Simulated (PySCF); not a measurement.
Screening by computed properties: pick the candidate that meets the target.

Each SMILES stands for a single optimised conformer of the isolated species, non-relativistic unless stated; the electronic structure was computed with PySCF and density fitting.

Dipoles, sizes and rotational constants follow the conformer. The torsions of the flexible species, by atom-mapped SMILES:
- `[CH:1]#[C:2][CH2:3][NH:4][SiH3:5]`: C2–C3–N4–Si5 81°
- `[CH3:1][c:2]1[cH:3][cH:4][c:5]([SH:6])[cH:7][c:8]1[CH3:9]`: H–S6–C5–C4 0°
- `[CH2:1]=[C:2]1[CH:3]=[C:4]([CH3:5])/[C:6]1=[CH:7]/[S:8][CH3:9]`: C6–C7–S8–C9 178°
- `[CH3:1][O:2][c:3]1[cH:4][p:5][c:6]([CH3:7])[o:8]1`: C1–O2–C3–C4 178°
- `[OH:1][c:2]1[cH:3][cH:4][cH:5][c:6]([F:7])[cH:8]1`: H–O1–C2–C3 180°
- `[CH:1]#[C:2][CH2:3][SH:4]`: H–S4–C3–C2 -179°
- `[CH3:1][c:2]1[cH:3][cH:4][c:5]([CH3:6])[c:7]([SH:8])[cH:9]1`: H–S8–C7–C5 -41°

Question: Wanted: lowest triplet excitation (Tamm–Dancoff) between 3.3 eV and 4.5 eV (TDA B3LYP/def2-SVPD) and dipole moment below 2.8 D (B3LYP/def2-SVPD), at PBE0-D3(BJ)/def2-SVP geometries. Which candidate meets both?
A. `N(=C=O)[SiH](C)C`
B. `C#CCN[SiH3]`
C. `COc1cpc(C)o1`
D. `C=C1C=C(C)/C1=C/SC`
E. `Cc1ccc(S)cc1C`

Answer: E. Computed values:
| species | lowest triplet excitation (Tamm–Dancoff) | dipole moment |
| --- | --- | --- |
| C=C1C=C(C)/C1=C/SC | 2.74 eV | 2.38 D |
| COc1cpc(C)o1 | 2.96 eV | 2.59 D |
| Cc1ccc(S)cc1C | 3.71 eV | 1.50 D |
| C#CCN[SiH3] | 5.24 eV | 0.76 D |
| N(=C=O)[SiH](C)C | 6.56 eV | 3.10 D |

Question: Wanted: vertical ionisation energy between 9 eV and 9.2 eV (ΔSCF B3LYP/def2-SVPD) and smallest rotational constant above 1 GHz (PBE0-D3(BJ)/def2-SVP), at PBE0-D3(BJ)/def2-SVP geometries. Which candidate meets both?
A. `C=C1C=C(/C1=C/SC)C`
B. `C#CCN[SiH3]`
C. `c1(ccc(C)c(c1)C)S`
D. `C#CCS`
E. `OC1=CC(F)=CC=C1`

Answer: B. Computed values:
```csv
species,vertical ionisation energy,smallest rotational constant
C=C1C=C(/C1=C/SC)C,7.31 eV,0.627 GHz
c1(ccc(C)c(c1)C)S,7.80 eV,0.677 GHz
OC1=CC(F)=CC=C1,8.71 eV,1.218 GHz
C#CCN[SiH3],9.10 eV,1.767 GHz
C#CCS,9.33 eV,2.765 GHz
```

Question: Wanted: lowest singlet excitation below 4.3 eV (TDDFT B3LYP/def2-SVPD) and static isotropic polarisability above 72 au (B3LYP/def2-SVPD), at PBE0-D3(BJ)/def2-SVP geometries. Which candidate meets both?
A. `OC1=CC(F)=CC=C1`
B. `C=C1C=C(/C1=C/SC)C`
C. `C#CCS`
D. `C#CCN[SiH3]`
E. `c1(ccc(C)c(c1)C)S`

Answer: B. Computed values:
```csv
species,lowest singlet excitation,static isotropic polarisability
C=C1C=C(/C1=C/SC)C,3.93 eV,130.1 au
c1(ccc(C)c(c1)C)S,4.65 eV,119.8 au
OC1=CC(F)=CC=C1,5.09 eV,73.7 au
C#CCS,5.29 eV,57.8 au
C#CCN[SiH3],5.75 eV,71.0 au
```

Question: Wanted: electronic spatial extent ⟨r²⟩ about the centre of nuclear charge between 600 bohr² and 800 bohr² (B3LYP/def2-SVPD) and HOMO–LUMO gap above 5.7 eV (B3LYP/def2-SVPD), at PBE0-D3(BJ)/def2-SVP geometries. Which candidate meets both?
A. `Oc1cccc(F)c1`
B. `CC1=C(C)C=C(S)C=C1`
C. `c1(ccc(cc1S)C)C`
D. `C#CCS`
E. `N(CC#C)[SiH3]`
F. `COc1cpc(C)o1`
G. `C=C1C=C(C)/C1=C/SC`

Answer: E. Computed values:
| species | electronic spatial extent ⟨r²⟩ about the centre of nuclear charge | HOMO–LUMO gap |
| --- | --- | --- |
| C#CCS | 440 bohr² | 6.50 eV |
| N(CC#C)[SiH3] | 700 bohr² | 6.81 eV |
| Oc1cccc(F)c1 | 895 bohr² | 5.90 eV |
| COc1cpc(C)o1 | 1182 bohr² | 4.98 eV |
| c1(ccc(cc1S)C)C | 1571 bohr² | 5.59 eV |
| CC1=C(C)C=C(S)C=C1 | 1665 bohr² | 5.44 eV |
| C=C1C=C(C)/C1=C/SC | 1801 bohr² | 4.53 eV |
